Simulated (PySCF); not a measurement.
## Simulated absorption spectrum

Compound: C6H9ClO2.
Geometry (PBE0-D3(BJ)/def2-SVP, Å), atoms numbered from 1 in this order:
```xyz
18
C6H9ClO2 angstrom
C     -1.0824    0.9728   -0.2169
C     -0.5446    0.3197    1.0568
C     -1.6316   -0.4692    1.7859
C      0.6191   -0.5639    0.7330
C      1.8846   -0.3872    1.1057
Cl     2.4431    0.9252    2.0835
O      2.8625   -1.3018    0.8020
C      3.7917   -0.9575   -0.1215
O      3.8107    0.0592   -0.7368
H     -0.3022    1.5620   -0.7208
H     -1.9250    1.6424    0.0154
H     -1.4453    0.2129   -0.9284
H     -0.1847    1.1166    1.7273
H     -1.2517   -0.9023    2.7232
H     -2.0093   -1.2945    1.1601
H     -2.4856    0.1810    2.0310
H      0.4321   -1.4534    0.1209
H      4.5221   -1.7875   -0.2009
```

Theory: TDDFT B3LYP/def2-SVPD, vertical, gas phase, core orbitals frozen in the response (PySCF 2.14.0, density-fitted response routines).

Broadening: Gaussians 0.5 eV wide at half height, area fixed by f = 4.319×10⁻⁹ ∫ε dν̃. The width is an assumption, not a result. The curve ends short of the highest state used, and states not computed would add to its high-energy end.

λ (nm), ε (L mol⁻¹ cm⁻¹) and a bar:
```
    193.1      14991 ##############################
    195.6      12680 #########################
    198.1       9982 ####################
    200.6       7343 ###############
    203.1       5036 ##########
    205.6       3209 ######
    208.1       1899 ####
    210.6       1051 ##
    213.1        555 #
    215.6        298 #
    218.1        187 
    220.6        167 
    223.2        212 
    225.7        303 #
    228.2        430 #
    230.7        576 #
    233.2        718 #
    235.7        834 ##
    238.2        903 ##
    240.7        915 ##
    243.2        871 ##
    245.7        781 ##
    248.2        663 #
    250.7        533 #
    253.2        409 #
    255.7        299 #
    258.2        210 
    260.7        141 
    263.2         92 
    265.7         57 
    268.2         35 
    270.7         20 
    273.2         12 
    275.7          6 
    278.2          3 
    280.7          2
```

(1) Where are the band maxima, and which computed states make them?

(2) Coming from long wavelengths, where does ε first pass 100 L mol⁻¹ cm⁻¹?

(3) On this curve, what absorbance would a 10⁻⁴ mol/L sample give at 280 nm over a 1 cm path?

Answers

(1) 240 nm (5.17 eV), ε about 920, made up of S1 (100%) (ε in L mol⁻¹ cm⁻¹; maxima over ε = 5, shares over 10%). At its high-energy end, 6.42 eV, the curve is still rising (ε about 15000, from S3 and S4). The states used: S1 5.17 eV (f 0.017); S2 5.79 eV (f 0.0009); S3 6.30 eV (f 0.111); S4 6.59 eV (f 0.251); S5 6.92 eV (f 0.0041); S6 7.02 eV (f 0.0090).

(2) At about 263 nm (4.72 eV), 0.45 eV below S1.

(3) 280 nm is 4.428 eV, where ε is about 2.2 L mol⁻¹ cm⁻¹, so A = ε c l ≈ 0.00022 (Beer–Lambert, with the gas-phase spectrum and the assumed width).

The run took 75 s wall on one thread, Arm Neoverse V1 (aarch64), no GPU, shared host with 32 logical CPUs at a one-minute load of 12, and the process peaked at 1.1 GiB of memory.

One conformer stands for the species.
